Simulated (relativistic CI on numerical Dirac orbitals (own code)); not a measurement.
**Electric-dipole lines of Eu XXI**

Method of calculation: Dirac-Coulomb-Breit CI, orbitals from a KLI potential per configuration, model QED, unscaled Slater integrals (own radial code, finite nucleus).

Configuration list (outside the closed core [Ar] 3d10): 4s2 4p6 4d7, 4s2 4p5 4d8, 4s2 4p6 4d6 4f, 4s 4p6 4d8, 4s2 4p5 4d7 4f, 4s2 4p6 4d6 5s, 4s 4p6 4d7 4f, 4s2 4p6 4d6 5p, 4s2 4p6 4d5 4f 5s, 4s2 4p6 4d6 5d, 4s2 4p6 4d5 5s 5p, 4s2 4p5 4d7 5s, 4s2 4p6 4d6 5f, 4s2 4p6 4d6 6s, 4s2 4p6 4d6 6p, 4s 4p6 4d7 5s, 4p6 4d8 4f, 4s2 4p6 4d6 7s, 4p6 4d9, 4p5 4d10, 4p5 4d9 4f, 4s2 4p6 4d5 5s2, 4s2 4p6 4d4 4f 5s2, 4s2 4p5 4d5 4f 5s2, 4s 4p6 4d5 4f 5s2, 4p6 4d8 5s, 4p5 4d9 5s, 4p5 4d8 4f 5s, 4p6 4d7 5s2, 4p5 4d8 5s2, 4p6 4d6 4f 5s2, 4p5 4d7 4f 5s2. Double excitations out of closed p, d and f shells are left out; levels of such configurations are missing from the list, as are those of other unlisted configurations, and high levels can miss mixing partners.

```csv
λ vac (Å),Lower,Upper,A (s⁻¹),gf,Branching (%)
65.688,4s2 4p6 4d7 2G_9/2 [6],4s2 4p5 4d8 2G°_9/2 [389],7.33e+11,4.74e+00,21.1
66.453,4s2 4p6 4d7 2H_11/2 [9],4s2 4p5 4d8 2G°_9/2 [389],2.06e+12,1.36e+01,59.2
66.472,4s2 4p6 4d7 4P_5/2 [7],4s2 4p6 4d6 4f 2F°_7/2 [384],1.12e+12,5.92e+00,34.0
67.483,4s2 4p6 4d7 2H_11/2 [9],4s2 4p6 4d6 4f 2I°_13/2 [381],3.27e+12,3.13e+01,100.0
67.596,4s2 4p6 4d7 2H_9/2 [14],4s2 4p6 4d6 4f 2F°_7/2 [397],1.80e+12,9.87e+00,58.5
67.642,4s2 4p6 4d7 2G_9/2 [6],4s2 4p6 4d6 4f 2H°_11/2 [378],2.36e+12,1.94e+01,72.8
67.726,4s2 4p6 4d7 2F_5/2 [11],4s2 4p6 4d6 4f 2G°_7/2 [391],1.39e+12,7.64e+00,40.7
67.745,4s2 4p6 4d7 2H_9/2 [14],4s2 4p6 4d6 4f 2I°_11/2 [395],3.23e+12,2.67e+01,99.3
67.757,4s2 4p6 4d7 2D_5/2 [13],4s2 4p6 4d6 4f 2G°_7/2 [391],1.16e+12,6.37e+00,33.9
67.836,4s2 4p6 4d7 4F_9/2 [1],4s2 4p6 4d6 4f 4G°_11/2 [356],3.20e+12,2.65e+01,99.8
67.854,4s2 4p6 4d7 2G_7/2 [10],4s2 4p6 4d6 4f 2H°_9/2 [382],2.87e+12,1.98e+01,88.6
67.895,4s2 4p6 4d7 2H_9/2 [14],4s2 4p6 4d6 4f 2H°_9/2 [394],2.35e+12,1.62e+01,72.9
67.900,4s2 4p6 4d7 4F_7/2 [4],4s2 4p6 4d6 4f 4G°_7/2 [368],1.39e+12,7.69e+00,44.6
67.995,4s2 4p6 4d7 4F_3/2 [5],4s2 4p6 4d6 4f 2D°_3/2 [375],2.60e+12,7.21e+00,80.5
68.030,4s2 4p6 4d7 4F_7/2 [4],4s2 4p6 4d6 4f 4G°_9/2 [367],2.85e+12,1.98e+01,90.3
68.100,4s2 4p6 4d7 2P_3/2 [2],4s2 4p6 4d6 4f 2D°_3/2 [363],1.41e+12,3.91e+00,42.7
68.128,4s2 4p6 4d7 2G_9/2 [6],4s2 4p6 4d6 4f 2H°_11/2 [374],8.51e+11,7.10e+00,27.7
68.139,4s2 4p6 4d7 4F_7/2 [4],4s2 4p6 4d6 4f 2F°_7/2 [366],6.96e+11,3.88e+00,22.1
68.157,4s2 4p6 4d7 2F_5/2 [11],4s2 4p6 4d6 4f 2G°_7/2 [387],1.59e+12,8.85e+00,48.5
68.189,4s2 4p6 4d7 2P_3/2 [2],4s2 4p6 4d6 4f 2D°_5/2 [362],2.63e+12,1.10e+01,83.7
68.205,4s2 4p6 4d7 4F_5/2 [3],4s2 4p6 4d6 4f 4F°_7/2 [365],2.25e+12,1.25e+01,70.5
68.236,4s2 4p6 4d7 4F_3/2 [5],4s2 4p6 4d6 4f 4G°_5/2 [372],2.67e+12,1.12e+01,84.4
68.275,4s2 4p6 4d7 4P_1/2 [8],4s2 4p6 4d6 4f 2D°_3/2 [377],2.08e+12,5.83e+00,66.4
68.286,4s2 4p6 4d7 4F_9/2 [1],4s2 4p6 4d6 4f 4F°_9/2 [355],3.16e+12,2.21e+01,99.0
68.303,4s2 4p6 4d7 4F_5/2 [3],4s2 4p6 4d6 4f 2D°_5/2 [364],2.68e+12,1.12e+01,82.9
68.346,4s2 4p6 4d7 4F_7/2 [4],4s2 4p6 4d6 4f 4F°_7/2 [365],6.78e+11,3.80e+00,21.3
68.351,4s2 4p6 4d7 4P_5/2 [7],4s2 4p6 4d6 4f 4P°_3/2 [373],2.89e+12,8.08e+00,90.0
68.435,4s2 4p6 4d7 2G_7/2 [10],4s2 4p6 4d6 4f 2F°_5/2 [380],1.51e+12,6.37e+00,48.6
68.452,4s2 4p6 4d7 4P_3/2 [12],4s2 4p6 4d6 4f 4G°_5/2 [385],1.49e+12,6.29e+00,46.9
68.453,4s2 4p6 4d7 2D_5/2 [13],4s2 4p6 4d6 4f 4G°_5/2 [385],1.44e+12,6.07e+00,45.3
68.454,4s2 4p6 4d7 2H_11/2 [9],4s2 4p6 4d6 4f 2H°_11/2 [378],8.60e+11,7.25e+00,26.5
68.460,4s2 4p6 4d7 2P_3/2 [2],4s2 4p6 4d6 4f 2P°_1/2 [360],3.10e+12,4.35e+00,99.0
68.516,4s2 4p6 4d7 2G_9/2 [6],4s2 4p6 4d6 4f 2G°_9/2 [370],2.29e+12,1.61e+01,73.1
68.522,4s2 4p6 4d7 4F_5/2 [3],4s2 4p6 4d6 4f 2D°_3/2 [363],1.85e+12,5.20e+00,56.2
68.550,4s2 4p6 4d7 4P_5/2 [7],4s2 4p6 4d6 4f 4P°_5/2 [371],2.81e+12,1.19e+01,88.5
68.669,4s2 4p6 4d7 2D_5/2 [13],4s2 4p6 4d6 4f 2P°_3/2 [383],2.57e+12,7.26e+00,83.5
68.802,4s2 4p6 4d7 2G_7/2 [10],4s2 4p6 4d6 4f 2G°_7/2 [379],2.23e+12,1.27e+01,71.3
68.807,4s2 4p6 4d7 2P_3/2 [2],4s2 4p6 4d6 4f 2P°_3/2 [358],1.79e+12,5.07e+00,58.9
68.828,4s2 4p6 4d7 4F_3/2 [5],4s2 4p6 4d6 4f 4D°_1/2 [369],2.90e+12,4.12e+00,97.0
68.877,4s2 4p6 4d7 4F_9/2 [1],4s2 4p6 4d6 4f 4D°_7/2 [353],3.05e+12,1.74e+01,98.8
68.897,4s2 4p6 4d7 4F_7/2 [4],4s2 4p6 4d6 4f 4D°_5/2 [361],2.62e+12,1.12e+01,86.5
68.952,4s2 4p6 4d7 2H_11/2 [9],4s2 4p6 4d6 4f 2H°_11/2 [374],2.22e+12,1.90e+01,72.2
69.215,4s2 4p6 4d7 2G_9/2 [6],4s2 4p6 4d6 4f 2F°_7/2 [366],1.75e+12,1.00e+01,55.5
69.239,4s2 4p6 4d7 4F_5/2 [3],4s2 4p6 4d6 4f 2P°_3/2 [358],1.20e+12,3.46e+00,39.6
69.350,4s2 4p6 4d7 2H_11/2 [9],4s2 4p6 4d6 4f 2G°_9/2 [370],6.68e+11,4.81e+00,21.3
```

Terms are leading LS components. Brackets give the number of a level in order of energy, since labels repeat. The list gives strong lines, with weight on those to low levels, without lines whose two gauges differ by over a factor of 2.5, among the lowest 400 of 11031 levels, so that lines to higher ones, which can be the strongest, are missing. Levels whose partners in the same complex of configurations lie outside the list can be far off, and so can their lines. Rates are taken at the computed energies, electric ones in the length gauge.

At this charge energies of transitions that change n are usually good to better than 1 %, and those within a shell (Δn = 0) to a few per cent. Terms inside the open d or f shell come out 10 to 20 % too wide with unscaled integrals.

LS names give the leading component of a level, which can be under half, so a name can repeat, a term be missing and a line seem to break the LS rules.
